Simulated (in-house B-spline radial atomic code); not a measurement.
**Au V (Au4+): [Xe] 4f14 5d7**

Level of theory: Dirac-Kohn-Sham LDA VWN5, spherical fractional occupations, Fermi nucleus of rms radius 5.4371 fm; calculated with an all-electron radial atomic-structure program (B-spline basis).

Screening seen three ways: the hydrogenic charge with the same mean radius, Z_r = [3n² - l(l+1)]/(2<r>), the one with the same energy, Z_e = n√(-2ε), and Slater's rules. Values are occupation-weighted means over j. An effective charge above Z reflects the relativistic contraction of the inner shells.

```tsv
shell	electrons	ε (eV)	<r> (bohr)	Z_r	Z_e	Slater
1s	2	-80598	0.01688	88.85	76.97	78.70
2s	2	-14256	0.07051	85.09	64.74	74.85
2p	6	-12459	0.0637	78.49	60.52	74.85
3s	2	-3404.6	0.1835	73.58	47.46	67.75
3p	6	-2875	0.1841	67.89	43.61	67.75
3d	10	-2253.1	0.1677	62.60	38.61	57.85
4s	2	-779.66	0.4072	58.94	30.28	51.25
4p	6	-603.78	0.4323	53.20	26.65	51.25
4d	10	-377.98	0.4588	45.77	21.08	39.85
5s	2	-160.53	0.921	40.72	17.17	21.35
4f	14	-134.17	0.4983	36.12	12.56	28.45
5p	6	-112.52	1.051	34.74	14.38	21.35
5d	7	-55.244	1.385	24.91	10.08	8.90
```

The least bound orbital is 5d5/2 at -54.44 eV, and it is also the most diffuse (<r> = 1.401 bohr).

Spin-orbit splittings of the orbital energies (j = l + 1/2 above j = l - 1/2 when positive): 2p 1834 eV, 3p 404.5 eV, 3d 87.03 eV, 4p 97.27 eV, 4d 18.12 eV, 4f 3.823 eV, 5p 17.2 eV, 5d 2.012 eV.

For the 1s electron the small component carries 8.99 % of the norm, the zero-frequency Breit interaction raises the level by 302.5 eV, self-energy by 193.4 eV, and vacuum polarisation lowers it by 39.44 eV.
